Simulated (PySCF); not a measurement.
Compound: CH9BSi2.
Geometry (PBE0-D3(BJ)/def2-SVP, Å), atoms numbered from 1 in this order:
```
atom  x, y, z in Å
B1     2.0480    0.6377   -0.8473
Si2    0.9120   -0.9073   -0.2326
C3    -0.9274   -0.7221   -0.6209
Si4   -1.7546    0.6946    0.2980
H5     1.6510    1.4480   -1.6531
H6     3.1855    0.7561   -0.4548
H7     1.4703   -2.1158   -0.9367
H8     1.0890   -1.1535    1.2370
H9    -1.0390   -0.5528   -1.7057
H10   -1.4561   -1.6598   -0.3804
H11   -1.8013    0.4041    1.7643
H12   -3.1510    0.9268   -0.1855
H13   -0.9748    1.9588    0.1020
```

The closed-shell ground state was solved at several levels (PySCF, density fitting, gas phase, non-relativistic).

```json
{"level": "HF/pcSseg-2", "basis functions": "284", "HOMO (eV)": "-11.14", "LUMO (eV)": "1.09", "gap (eV)": "12.23", "dipole (D)": "0.69"}
{"level": "OPBE/pcSseg-2", "basis functions": "284", "HOMO (eV)": "-6.98", "LUMO (eV)": "-3.23", "gap (eV)": "3.75", "dipole (D)": "0.79"}
{"level": "LC-wPBE/def2-SVPD", "basis functions": "160", "HOMO (eV)": "-10.94", "LUMO (eV)": "-0.05", "gap (eV)": "10.89", "dipole (D)": "0.72"}
{"level": "KT2/pcSseg-2", "basis functions": "284", "HOMO (eV)": "-7.06", "LUMO (eV)": "-3.41", "gap (eV)": "3.65", "dipole (D)": "0.74"}
{"level": "wB97X-D/pcSseg-2", "basis functions": "284", "HOMO (eV)": "-10.10", "LUMO (eV)": "-0.50", "gap (eV)": "9.60", "dipole (D)": "0.72"}
{"level": "PBE0/def2-SVP", "basis functions": "109", "HOMO (eV)": "-8.21", "LUMO (eV)": "-2.35", "gap (eV)": "5.86", "dipole (D)": "0.72"}
{"level": "HF/def2-SVPD", "basis functions": "160", "HOMO (eV)": "-11.17", "LUMO (eV)": "1.19", "gap (eV)": "12.36", "dipole (D)": "0.70"}
{"level": "PBE0/def2-SVPD", "basis functions": "160", "HOMO (eV)": "-8.23", "LUMO (eV)": "-2.40", "gap (eV)": "5.83", "dipole (D)": "0.74"}
{"level": "wB97X-D/def2-SVPD", "basis functions": "160", "HOMO (eV)": "-10.10", "LUMO (eV)": "-0.45", "gap (eV)": "9.65", "dipole (D)": "0.72"}
{"level": "BHandHLYP/pcSseg-2", "basis functions": "284", "HOMO (eV)": "-9.37", "LUMO (eV)": "-1.33", "gap (eV)": "8.04", "dipole (D)": "0.70"}
{"level": "LC-wPBE/pcSseg-2", "basis functions": "284", "HOMO (eV)": "-10.95", "LUMO (eV)": "-0.09", "gap (eV)": "10.86", "dipole (D)": "0.71"}
{"level": "B97-2/pcSseg-2", "basis functions": "284", "HOMO (eV)": "-7.99", "LUMO (eV)": "-2.38", "gap (eV)": "5.61", "dipole (D)": "0.74"}
```

Problem. Estimate the row for B3LYP/def2-SVPD, a basis of 160 functions; the other rows only guide the guess.

Solution. HOMO -8.04 eV, LUMO -2.59 eV, gap 5.45 eV, dipole 0.73 D.

Problem. Over all these levels, which gives the widest orbital gap and which the narrowest?

Solution. HF/def2-SVPD (Hartree–Fock, all exact exchange) has the widest, 12.36 eV, and KT2/pcSseg-2 (GGA) the narrowest, 3.65 eV. Functional and basis both differ between the two, so the spread mixes both effects.

Problem. In the pcSseg-2 basis, how does the gap go with the fixed share of exact exchange?

Solution. KT2 (0 %) 3.65 eV; OPBE (0 %) 3.75 eV; B97-2 (21 %) 5.61 eV; BHandHLYP (50 %) 8.04 eV; HF (100 %) 12.23 eV. Each rise in the share widens the gap here.

Problem. How far do the dipole and the HOMO energy spread over the levels?

Solution. The dipole runs from 0.69 to 0.79 D (mean 0.72 D) and the HOMO from -11.17 to -6.98 eV.

One conformer stands for the species.
